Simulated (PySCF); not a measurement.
## Where the electron goes

Compound: C₅H₅F₃S.
Geometry (GFN2-xTB, Å), atoms numbered from 1 in this order:
```
atom  x, y, z in Å
C1     2.666    0.015   -0.703
C2     1.489    0.075   -0.910
C3     0.065    0.098   -1.190
F4    -0.201   -0.488   -2.404
C5    -0.717   -0.646   -0.084
F6    -2.045   -0.640   -0.387
F7    -0.363   -1.958   -0.055
C8    -0.505   -0.056    1.308
S9    -0.971    1.702    1.398
H10    3.698   -0.012   -0.517
H11   -0.307    1.131   -1.247
H12   -1.094   -0.625    2.029
H13    0.552   -0.115    1.565
H14   -2.267    1.518    1.149
```

Computed, not measured: TDDFT B3LYP/def2-SVPD, vertical, gas phase, core orbitals frozen in the response (PySCF).

Frontier orbitals with the atoms that hold most of them (Löwdin shares over 4%, at most four atoms; ? is withheld):

| orbital | ε (eV) | atoms |
| --- | --- | --- |
| LUMO+2 | -0.08 | S9 42%, H14 11%, C8 10%, C1 10% |
| LUMO+1 | -0.27 | S9 51%, H14 12%, C8 11%, H12 4% |
| LUMO | -0.65 | C1 29%, C2 25%, C3 12%, F4 11% |
| HOMO | ? | ? |
| HOMO-1 | -8.49 | ? |
| HOMO-2 | -8.76 | C2 42%, C1 41%, F4 4% |
| HOMO-3 | -9.79 | S9 52%, C8 17%, F7 10%, H14 7% |

Task: Which atoms hold the HOMO, and with what shares?

Result: S9 (bonded to C and H) 71%; C8 (bonded to C, S and 2 H) 10%; H14 (bonded to S) 6%.

Task: Which atoms hold the HOMO-1, and with what shares?

Result: C1 (bonded to C and H) 39%; C2 (bonded to 2 C) 37%; C3 (bonded to 2 C, F and H) 7%.

Task: What is the HOMO energy, and the HOMO–LUMO gap?

Result: ε(HOMO) = -7.32 eV; the gap is 6.67 eV (0.2453 hartree).

Task: How does S1 compare with the orbital gap of 6.67 eV?

Result: S1 is at 5.73 eV (f = 0.0034), 0.94 eV below the gap, made of HOMO→LUMO+1 (92%). Its leading pair isn't HOMO and LUMO; the energies of that pair differ by 7.05 eV. 

Task: Give energy, strength and leading configuration of S1, S2 and S4, and follow the Löwdin shares of the leading atoms from the occupied to the empty orbital.

Result: 
- S1 (5.73 eV, f 0.0034), HOMO→LUMO+1 (92%): S9 71% → 51%, C8 10% → 11%, H14 6% → 12%
- S2 (5.85 eV, f 0.0007), HOMO→LUMO (90%): S9 71% → at most 11%, C8 10% → at most 11%, C1 at most 4% → 29%, C2 at most 4% → 25%
- S4 (6.26 eV, f 0.0021), HOMO-1→LUMO (82%): C1 39% → 29%, C2 37% → 25%

Löwdin shares depend on the basis, the more so with diffuse functions.

Time: 98 s wall (grids of density and orbitals included); peak memory 1.0 GiB. Hardware: one thread, Arm Neoverse N1 (aarch64), shared host with 64 logical CPUs at a one-minute load of 57.

One conformer stands for the species.
